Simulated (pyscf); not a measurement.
H₂N–Mo(=S)(=S)–SH, singlet

Gas-phase minimum from PySCF at ωB97X-D3(BJ)/def2-SVP, one conformer. 

```
Mo
N 1 1.9002
H 2 1.0174 1 124.36
H 2 1.0181 3 111.88 1 171.81
S 1 2.0809 2 110.69 3 141.68
S 1 2.0840 2 109.21 3 16.99
S 1 2.3204 2 110.79 3 -104.01
H 7 1.3502 1 94.89 2 72.95
```

Properties at ωB97X-D3(BJ)/def2-SVP:

```yaml
harmonic_wavenumbers_unscaled: 132, 145, 176, 182, 209, 266, 371, 411, 538, 592, 604, 641, 686, 742, 1506, 2740, 3582, 3689 cm⁻¹
zero_point_energy: 24.6 kcal/mol
rotational_symmetry_number: 1
Entropy of this conformer at 298 K and 1 atm, rigid rotor and harmonic oscillator, modes under 100 cm⁻¹ raised to 100: 373.8 J/(mol K)
dipole_moment: 3.72 D
```

Single-point totals, which compare only within one level:

```csv
level,total energy (hartree)
ωB97X-D3(BJ)/def2-TZVP,-1319.63284
PBE/def2-TZVP,-1319.04485
r²SCAN/def2-TZVP,-1319.51217
B3LYP-D3(BJ)/def2-TZVP,-1319.66514
PBE0-D3(BJ)/def2-TZVP,-1319.08228
M06-2X/def2-TZVP,-1319.34971
ωB97M-D3(BJ)/def2-TZVP,-1319.65986
```

Soft torsions are taken as harmonic, which can shift the entropy by several J/(mol K). Elements past Kr carry the def2 core potentials, without spin-orbit coupling.
